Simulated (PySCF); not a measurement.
Atoms are numbered as in `[CH:1]#[C:2]/[C:3]([F:4])=[C:5](\[F:6])[CH2:7][F:8]`; H(Xn) means a hydrogen on atom n.

Geometry: GFN2-xTB; GIAO shifts from PySCF 2.14, gas phase, non-relativistic, averaged over equivalent atoms.

At PBE0/pcSseg-1 (151 basis functions, 11 s wall time on 1 thread of an Arm Neoverse V2, shared host):
```csv
atoms,δ (ppm)
C5,170.4
C3,146.3
C1,103.8
C7,79.5
C2,74.9
F6,-144.5
F4,-154.3
F8,-238.5
H(C7),5.55
H(C1),3.61
```

Referencing at the same level of theory: 13C (σref 186.93), 1H (σref 31.72) against TMS; CFCl3 for 19F (σref 170.95).

What do these become at CAM-B3LYP/pcSseg-1?

## Answers


```
atoms  δ at CAM-B3LYP/pcSseg-1  change
   C5                    174.2    +3.8
   C3                    150.6    +4.3
   C1                    104.5    +0.7
   C7                     81.1    +1.6
   C2                     74.0    -0.9
   F6                   -140.6    +3.9
   F4                   -149.8    +4.5
   F8                   -230.9    +7.6
H(C7)                     5.59   +0.04
H(C1)                     3.54   -0.07
```

Shifts are taken against calculated references (same method and geometry level): TMS for 13C (185.10 ppm) and 1H (31.78 ppm); 19F (183.22 ppm) against CFCl3.

The largest change is at F8 (fluorine on an sp3 carbon). Cost: 151 basis functions, 15 s wall time on 1 thread of an Arm Neoverse V2, shared host. The order of the carbon signals is the same at both levels.

Unscaled 19F shifts against computed CFCl3 carry errors that often reach 10 to 50 ppm.
